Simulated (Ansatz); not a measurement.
C2H5BrSi (`Br[SiH]1CC1`). Charge 0, multiplicity 1. Geometry: relaxed with PBE0-D4/def2-TZVP.

```xyz
9

Br   -1.084   -1.728   -2.003
Si   -0.770   -0.695   -0.078
C    -0.065    0.994   -0.064
C     0.912   -0.138    0.383
H    -1.750   -1.142    0.929
H     0.176    1.477   -1.006
H    -0.370    1.700    0.703
H     1.740   -0.336   -0.289
H     1.211   -0.132    1.426
```

**Question.** What is the dipole moment at r2SCAN/def2-TZVPP? (Best estimate.)

**Answer.** Computed: 1.34 D, with components (0.40, 0.75, 1.03) D in this frame, pointing from negative to positive charge.

**Question.** And with PBE, B3LYP, ωB97M-V? (Estimate.)

**Answer.** Computed: PBE 1.28 D, B3LYP 1.27 D, ωB97M-V 1.25 D.

**Question.** Give the Mulliken charges with r2SCAN, B3LYP, PBE in def2-TZVPP. (Best estimate.)

**Answer.** Ansatz gave: 
```json
{"atom": "Br1", "r2SCAN": "-0.22", "B3LYP": "-0.22", "PBE": "-0.19"}
{"atom": "Si2", "r2SCAN": "0.40", "B3LYP": "0.38", "PBE": "0.29"}
{"atom": "C3", "r2SCAN": "-0.21", "B3LYP": "-0.24", "PBE": "-0.21"}
{"atom": "C4", "r2SCAN": "-0.21", "B3LYP": "-0.24", "PBE": "-0.21"}
{"atom": "H5", "r2SCAN": "-0.06", "B3LYP": "-0.05", "PBE": "-0.05"}
{"atom": "H6", "r2SCAN": "0.07", "B3LYP": "0.10", "PBE": "0.09"}
{"atom": "H7", "r2SCAN": "0.07", "B3LYP": "0.09", "PBE": "0.09"}
{"atom": "H8", "r2SCAN": "0.07", "B3LYP": "0.10", "PBE": "0.09"}
{"atom": "H9", "r2SCAN": "0.07", "B3LYP": "0.09", "PBE": "0.09"}
```

B3LYP here is the variant with VWN-RPA as its local correlation; programs differ in this.
